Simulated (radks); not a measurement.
The numbers below are computed, except where a source is named.
Isoelectronic series with 8 electrons, each ion in its NIST ground configuration. Level of theory: non-relativistic Kohn-Sham, SCAN, spin-polarised, spherical densities, point nucleus; open shells are filled with parallel spins first (spin-orbit coupling, left out, can overturn this in heavy ions); meta-GGA in the generalised Kohn-Sham scheme (a radial shooting solver on a logarithmic mesh with Libxc functionals). Total energies (hartree) and orbital eigenvalues (hartree):

ion    configuration  E (hartree)    2p down      2p up    2s down
O       [He] 2s2 2p4    -75.04403   -0.24928   -0.40353   -0.83596
Al5+    [He] 2s2 2p4   -230.27269   -6.30516   -6.67774   -7.73079
Ar10+   [He] 2s2 2p4   -473.12187  -18.69361  -19.28075  -20.95766
V15+    [He] 2s2 2p4   -803.50024  -37.34950  -38.14976  -40.45057
Ni20+   [He] 2s2 2p4  -1221.39045  -62.26219  -63.27486  -66.19945
As25+   [He] 2s2 2p4  -1726.78656  -93.42826  -94.65290  -98.20119
Sr30+   [He] 2s2 2p4  -2319.68629  -130.8462  -132.2826  -136.4545
Tc35+   [He] 2s2 2p4  -3000.08796  -174.5154  -176.1633  -180.9588
Cd40+   [He] 2s2 2p4  -3767.99134  -224.4354  -226.2947  -231.7137
I45+    [He] 2s2 2p4  -4623.39488  -280.6059  -282.6765  -288.7191
Ce50+   [He] 2s2 2p4   -5566.3010  -343.0268  -345.3086  -351.9748
Eu55+   [He] 2s2 2p4   -6596.7069  -411.6980  -414.1910  -421.4807
Er60+   [He] 2s2 2p4   -7714.6097  -486.6194  -489.3236  -497.2368
Ta65+   [He] 2s2 2p4   -8920.0193  -567.7910  -570.7063  -579.2430
Pt70+   [He] 2s2 2p4  -10212.9231  -655.2128  -658.3392  -667.4993
Bi75+   [He] 2s2 2p4  -11593.3291  -748.8847  -752.2221  -762.0058
